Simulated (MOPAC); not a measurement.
MOPAC input (PM6):

```
PM6 FORCE THERMO(298,298) PRECISE LET CHARGE=1 GEO-OK AUX(PRECISION=9) THREADS=1
H5O3SSi

O    -1.47131072 1   -0.38220017 1    0.81275704 1
Si   -0.34200122 1    0.01327109 1   -0.14739661 1
O    -0.59002798 1    0.81817560 1   -1.42760028 1
O     0.32713826 1   -1.58036419 1   -0.81311575 1
S     1.17507175 1    0.69800113 1    0.99657780 1
H    -2.21741038 1   -0.50814142 1    1.34300416 1
H    -0.86881870 1    1.34989690 1   -2.13139533 1
H     0.61443848 1   -2.30189516 1   -0.20178294 1
H     0.03227481 1   -1.97828357 1   -1.66224960 1
H     1.92614068 1    1.30486773 1    0.03513115 1
```

From the output:

```
     H   10   0.017331   0.012921   0.010742   3.946601

          HEAT OF FORMATION =     -76.893320 KCALS/MOLE

          ZERO POINT ENERGY      31.634 KCAL/MOL

           NORMAL COORDINATE ANALYSIS (Total motion = 1 Angstrom)

   Root No.       1         2         3         4         5         6         7         8

                 1 A       2 A       3 A       4 A       5 A       6 A       7 A       8 A

                 117.3     145.8     153.2     196.3     218.8     242.3     251.7     309.6

           1    0.0089    0.0128    0.0063    0.0676   -0.0109   -0.0363    0.0040    0.0048
           2   -0.0405   -0.0089   -0.0121   -0.0721   -0.0051   -0.1090    0.0021    0.0010
           3   -0.0044   -0.0734    0.0323    0.0274   -0.0782    0.0141    0.0171   -0.0185
           4    0.0097    0.0156    0.0047    0.0645   -0.0026   -0.0294    0.0011    0.0007
           5   -0.0208   -0.0032   -0.0199    0.0320    0.0125    0.0502    0.0045    0.0011
           6   -0.0052   -0.0032   -0.0023   -0.0007    0.0608    0.0032    0.0007    0.0014
           7    0.0231    0.0134    0.0096   -0.0229    0.0106    0.1093    0.0073    0.0021
           8   -0.0257   -0.0072   -0.0226    0.0907    0.0126   -0.0327    0.0021    0.0059
           9   -0.0083    0.0753   -0.0419   -0.0181   -0.0755    0.0122   -0.0203   -0.0060
          10   -0.0396   -0.0748    0.0193   -0.0379   -0.0134    0.0006   -0.0234   -0.0538
          11    0.0504   -0.0088    0.0673   -0.0225    0.0340    0.0084    0.0096    0.0240
          12   -0.0519   -0.0317   -0.0429   -0.0058    0.0442    0.0397    0.0065    0.0137
          13   -0.0073    0.0180   -0.0221   -0.0541    0.0168   -0.0154    0.0002    0.0051
          14    0.0197    0.0157    0.0019   -0.0186   -0.0366    0.0323   -0.0182   -0.0061
          15    0.0409    0.0149    0.0294   -0.0038    0.0089   -0.0374   -0.0158    0.0072
          16    0.0079    0.0122    0.0069    0.0628   -0.0153   -0.0494    0.0033    0.0014
          17   -0.0507   -0.0091   -0.0124   -0.1057   -0.0151   -0.2020   -0.0031   -0.0061
          18   -0.0031   -0.0938    0.0417    0.0401   -0.1514    0.0109    0.0138   -0.0710
          19    0.0171    0.0167    0.0220   -0.0524    0.0348    0.2019   -0.0046   -0.0244
          20   -0.0238   -0.0087   -0.0280    0.1024    0.0049   -0.0721    0.0092    0.0164
          21    0.0030    0.0923   -0.0594   -0.0183   -0.1585    0.0010   -0.0509   -0.0060
          22   -0.2160    0.0122    0.2878   -0.1028   -0.1349    0.0290    0.1319    0.2900
          23    0.1808   -0.0755   -0.0674   -0.0152    0.0860   -0.0208   -0.0434   -0.1121
          24   -0.2234    0.0736    0.0505    0.0507    0.0084    0.0891    0.0213    0.0859
          25    0.2781   -0.2623   -0.2875   -0.0692   -0.1401   -0.0320    0.1541    0.2453
          26    0.0910   -0.0275    0.1105   -0.0630    0.0986   -0.0262   -0.0432   -0.0970
          27    0.0630   -0.0897   -0.0952   -0.0386    0.0415    0.0083    0.0346    0.0451
          28   -0.0038   -0.0140   -0.0142   -0.0243    0.0115   -0.0089   -0.1306    0.0530
          29    0.0079    0.1050   -0.0276   -0.1564   -0.0189    0.0122    0.3152   -0.1291
          30    0.0297    0.1035    0.0271    0.0492    0.0220   -0.0561    0.4122   -0.1537

   Root No.       9        10        11        12        13        14        15        16

                 9 A      10 A      11 A      12 A      13 A      14 A      15 A      16 A

                 530.4     598.5     628.4     638.7     671.5     674.4     686.7     732.0

           1    0.0864    0.0148   -0.0083    0.0032   -0.0455   -0.0011    0.0095   -0.0069
           2    0.0018    0.0052   -0.0213   -0.0250   -0.0272    0.0016    0.0055    0.0055
           3   -0.0060    0.0177    0.0036    0.0110   -0.0141    0.0122   -0.0270   -0.0231
           4    0.0332   -0.0014    0.0127    0.0019    0.0151   -0.0010   -0.0007    0.0057
           5   -0.0600   -0.0083    0.0116   -0.0086   -0.0152    0.0043    0.0029   -0.0054
           6    0.0098    0.0699    0.0137   -0.0125    0.0112   -0.0025    0.0028    0.0406
           7   -0.0504    0.0066   -0.0451    0.0099    0.0303   -0.0095   -0.0140   -0.0045
           8   -0.0766    0.0054   -0.0166    0.0296    0.0185    0.0091    0.0161   -0.0071
           9   -0.0043    0.0110    0.0087   -0.0131    0.0022   -0.0202    0.0083   -0.0357
          10   -0.0318    0.0068    0.0068   -0.0026   -0.0055   -0.0089   -0.0086    0.0089
          11    0.0436   -0.0427    0.0079    0.0065   -0.0129   -0.0218   -0.0185    0.0068
          12    0.1108   -0.0628   -0.0190    0.0135    0.0037    0.0069    0.0024   -0.0280
          13   -0.0275   -0.0146    0.0016   -0.0069   -0.0011    0.0047   -0.0020   -0.0041
          14    0.0615    0.0201    0.0075   -0.0154    0.0123    0.0033   -0.0047    0.0087
          15   -0.0630   -0.0248   -0.0060    0.0108   -0.0114   -0.0018    0.0033   -0.0095
          16    0.0825   -0.0075    0.0229    0.0258    0.0109   -0.0110    0.0154    0.0021
          17    0.0257   -0.0568    0.2427    0.2337    0.3003   -0.0125   -0.0770   -0.0504
          18    0.0057   -0.2153   -0.0490   -0.0866    0.1434   -0.1570    0.2847    0.2080
          19   -0.0724   -0.0509    0.2694    0.0724   -0.1460    0.1257    0.1872   -0.0038
          20   -0.0577    0.0369   -0.1480   -0.0166    0.0960   -0.0696   -0.0755   -0.0271
          21    0.0052   -0.1338   -0.1115    0.1481   -0.0082    0.2565   -0.0841    0.3246
          22   -0.0296    0.1100   -0.0266   -0.0188    0.0768    0.0887    0.1010   -0.0365
          23    0.0535   -0.0340   -0.0078    0.0056   -0.0093   -0.0032   -0.0100   -0.0161
          24    0.0396   -0.1409    0.0682    0.0198   -0.0884   -0.1406   -0.1263    0.1118
          25   -0.0717    0.0330    0.0572   -0.0194   -0.0140   -0.0338   -0.0025    0.0561
          26    0.1296    0.0303   -0.0963    0.0075    0.0859    0.1365    0.1094   -0.1370
          27    0.1363    0.0031   -0.0571    0.0051    0.0588    0.0872    0.0776   -0.0868
          28   -0.0233   -0.0261    0.0139   -0.0603    0.0173    0.0184   -0.0126   -0.0056
          29    0.0612    0.1263   -0.0757    0.3241   -0.0966   -0.1024    0.0727    0.0216
          30   -0.0517   -0.1300    0.0635   -0.2644    0.0754    0.1000   -0.0774   -0.0068

   Root No.      17        18        19        20        21        22        23        24

                17 A      18 A      19 A      20 A      21 A      22 A      23 A      24 A

                 812.5     923.9    1476.0    2337.8    2349.9    2354.5    2464.2    2614.1

           1    0.0977   -0.0870    0.0001   -0.0215   -0.0189    0.0020   -0.0026   -0.0001
           2   -0.0308    0.0057    0.0002    0.0027    0.0019   -0.0003    0.0003   -0.0003
           3   -0.0139    0.0056    0.0007    0.0013    0.0012   -0.0002    0.0004    0.0002
           4   -0.0525    0.0908   -0.0015   -0.0040   -0.0016   -0.0002   -0.0001   -0.0004
           5    0.0736    0.0641    0.0003   -0.0020    0.0026   -0.0016   -0.0007    0.0009
           6    0.0062   -0.0062   -0.0014    0.0001    0.0001   -0.0001   -0.0030   -0.0008
           7   -0.0148   -0.0448   -0.0003   -0.0083    0.0081   -0.0039    0.0011   -0.0006
           8   -0.0729   -0.0905   -0.0002   -0.0182    0.0168   -0.0081    0.0024   -0.0012
           9   -0.0104   -0.0056    0.0008   -0.0012    0.0012   -0.0003    0.0003   -0.0000
          10    0.0020   -0.0059    0.0029    0.0024   -0.0033   -0.0126    0.0001   -0.0003
          11   -0.0189   -0.0108   -0.0192    0.0054   -0.0083   -0.0307   -0.0060   -0.0003
          12   -0.0171    0.0038   -0.0464   -0.0020    0.0045    0.0109   -0.0185    0.0006
          13    0.0059   -0.0043    0.0001    0.0001   -0.0002    0.0002   -0.0002   -0.0275
          14   -0.0133   -0.0123   -0.0000   -0.0000   -0.0001   -0.0000   -0.0002   -0.0074
          15    0.0121    0.0084   -0.0002    0.0000    0.0001    0.0001   -0.0000   -0.0025
          16    0.1031   -0.0683   -0.0049    0.4198    0.3670   -0.0404    0.0438   -0.0053
          17    0.2401   -0.1002    0.0009   -0.0481   -0.0403    0.0059   -0.0043    0.0007
          18    0.0945   -0.0212    0.0007   -0.0224   -0.0199    0.0023   -0.0024   -0.0000
          19   -0.2169   -0.1561    0.0033    0.1670   -0.1566    0.0719   -0.0184    0.0081
          20    0.0432    0.0014    0.0028    0.3541   -0.3295    0.1513   -0.0399    0.0141
          21    0.0702    0.0236   -0.0056    0.0199   -0.0190    0.0064   -0.0018    0.0011
          22    0.0523    0.0566   -0.0828   -0.0227    0.0213    0.1295    0.1365   -0.0006
          23   -0.0044   -0.0016   -0.0475   -0.0603    0.0586    0.3487    0.3981   -0.0050
          24   -0.0887   -0.0754    0.4546   -0.0204    0.0323    0.1222    0.0448   -0.0024
          25   -0.0141   -0.0109    0.0777   -0.0134    0.0341    0.0769   -0.1395    0.0048
          26    0.0531    0.0764    0.3419   -0.0283    0.0740    0.1623   -0.2782    0.0077
          27    0.0251    0.0541    0.3090    0.0514   -0.1100   -0.2954    0.3254   -0.0113
          28    0.0038   -0.0300    0.0018   -0.0042    0.0066   -0.0062    0.0102    0.8937
          29   -0.0125    0.1463   -0.0004   -0.0002    0.0018   -0.0016    0.0018    0.2210
          30   -0.0012   -0.1365    0.0004   -0.0014    0.0008   -0.0010    0.0004    0.1006

           MASS-WEIGHTED COORDINATE ANALYSIS (NORMAL COORDINATES)

   Root No.       1         2         3         4         5         6         7         8

                 1 A       2 A       3 A       4 A       5 A       6 A       7 A       8 A

                 117.3     145.8     153.2     196.3     218.8     242.3     251.7     309.6

           1    0.0522    0.0758    0.0388    0.3283   -0.0603   -0.1689    0.0260    0.0351
           2   -0.2377   -0.0526   -0.0743   -0.3503   -0.0284   -0.5080    0.0139    0.0077
           3   -0.0255   -0.4355    0.1983    0.1330   -0.4340    0.0657    0.1105   -0.1359
           4    0.0754    0.1231    0.0379    0.4152   -0.0188   -0.1817    0.0093    0.0066
           5   -0.1619   -0.0251   -0.1618    0.2059    0.0921    0.3097    0.0382    0.0109
           6   -0.0404   -0.0248   -0.0191   -0.0042    0.4470    0.0196    0.0064    0.0140
           7    0.1357    0.0794    0.0587   -0.1111    0.0588    0.5091    0.0475    0.0153
           8   -0.1506   -0.0426   -0.1390    0.4407    0.0699   -0.1526    0.0138    0.0433
           9   -0.0485    0.4473   -0.2574   -0.0878   -0.4190    0.0570   -0.1316   -0.0439
          10   -0.2324   -0.4444    0.1187   -0.1839   -0.0746    0.0030   -0.1514   -0.3955
          11    0.2954   -0.0522    0.4133   -0.1093    0.1888    0.0391    0.0622    0.1766
          12   -0.3044   -0.1881   -0.2633   -0.0281    0.2454    0.1849    0.0423    0.1007
          13   -0.0608    0.1512   -0.1923   -0.3719    0.1316   -0.1016    0.0019    0.0527
          14    0.1637    0.1318    0.0169   -0.1279   -0.2873    0.2132   -0.1670   -0.0638
          15    0.3392    0.1251    0.2552   -0.0261    0.0696   -0.2467   -0.1452    0.0754
          16    0.0116    0.0181    0.0106    0.0766   -0.0214   -0.0578    0.0054    0.0026
          17   -0.0746   -0.0135   -0.0191   -0.1288   -0.0210   -0.2362   -0.0050   -0.0112
          18   -0.0046   -0.1397    0.0643    0.0489   -0.2108    0.0128    0.0225   -0.1311
          19    0.0252    0.0249    0.0338   -0.0638    0.0484    0.2361   -0.0075   -0.0450
          20   -0.0351   -0.0129   -0.0431    0.1249    0.0068   -0.0843    0.0150    0.0302
          21    0.0044    0.1376   -0.0915   -0.0223   -0.2208    0.0012   -0.0827   -0.0111
          22   -0.3178    0.0182    0.4434   -0.1253   -0.1879    0.0339    0.2145    0.5353
          23    0.2660   -0.1126   -0.1038   -0.0185    0.1198   -0.0244   -0.0706   -0.2069
```

The dipole moment of an ion depends on the origin.
